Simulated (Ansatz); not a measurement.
SnMe2(pyrrolidide)2 (C₁₀H₂₂N₂Sn). Charge 0, multiplicity 1. Geometry r2SCAN-D4/def2-SVP.

```xyz
35

Sn    0.050    0.764   -1.030
C     1.817    1.819   -1.640
H     1.954    1.760   -2.730
H     2.693    1.373   -1.146
H     1.736    2.876   -1.347
C    -1.701    1.020   -2.265
H    -2.101    2.036   -2.128
H    -2.472    0.289   -1.983
H    -1.445    0.876   -3.325
N    -0.478    1.433    0.829
C     0.461    1.428    1.938
C    -0.268    2.239    3.033
C    -1.770    2.104    2.673
C    -1.780    1.195    1.426
H     1.430    1.869    1.647
H     0.671    0.400    2.315
H     0.044    3.294    2.998
H    -0.036    1.860    4.041
H    -2.370    1.680    3.494
H    -2.197    3.088    2.426
H    -1.922    0.136    1.749
H    -2.598    1.433    0.725
N     0.628   -1.207   -0.827
C    -0.258   -2.177   -0.206
C     0.598   -3.462   -0.142
C     1.655   -3.274   -1.260
C     1.279   -1.926   -1.908
H    -1.176   -2.380   -0.811
H    -0.593   -1.833    0.787
H    -0.015   -4.366   -0.286
H     1.086   -3.549    0.841
H     2.665   -3.213   -0.828
H     1.656   -4.097   -1.992
H     2.155   -1.373   -2.291
H     0.603   -2.115   -2.778
```

In the def2 sets Sn takes a core potential, while STO-3G treats all electrons; there is no spin–orbit coupling. B3LYP takes the VWN-RPA correlation. Single mean-field runs in def2-TZVP are fitted with def2-universal-jkfit.

Q: Estimate the orbital energies around the gap (eV) in Ansatz with HF/STO-3G, PBE-D4/def2-TZVP, BLYP-D4/def2-TZVP, B3LYP-D4/def2-TZVP, PBE0-D4/def2-SVP.

A: 
```
orbital  HF/STO-3G  PBE-D4/def2-TZVP  BLYP-D4/def2-TZVP  B3LYP-D4/def2-TZVP  PBE0-D4/def2-SVP
 HOMO−5     -11.12             -7.30              -7.26               -8.52             -8.66
 HOMO−4      -9.94             -7.29              -7.19               -8.40             -8.61
 HOMO−3      -9.57             -7.10              -6.96               -8.12             -8.34
 HOMO−2      -9.33             -6.87              -6.71               -7.82             -8.05
 HOMO−1      -6.77             -4.58              -4.47               -5.66             -5.74
   HOMO      -6.50             -4.47              -4.36               -5.53             -5.63
   LUMO      10.20             -0.62              -0.58               -0.07              0.71
 LUMO+1      11.01              0.19               0.26                0.70              1.47
 LUMO+2      11.41              0.21               0.27                0.73              1.52
 LUMO+3      12.80              0.33               0.39                0.84              1.77
 LUMO+4      15.68              0.65               0.69                1.32              2.15
 LUMO+5      15.85              1.07               1.10                1.60              2.48
```
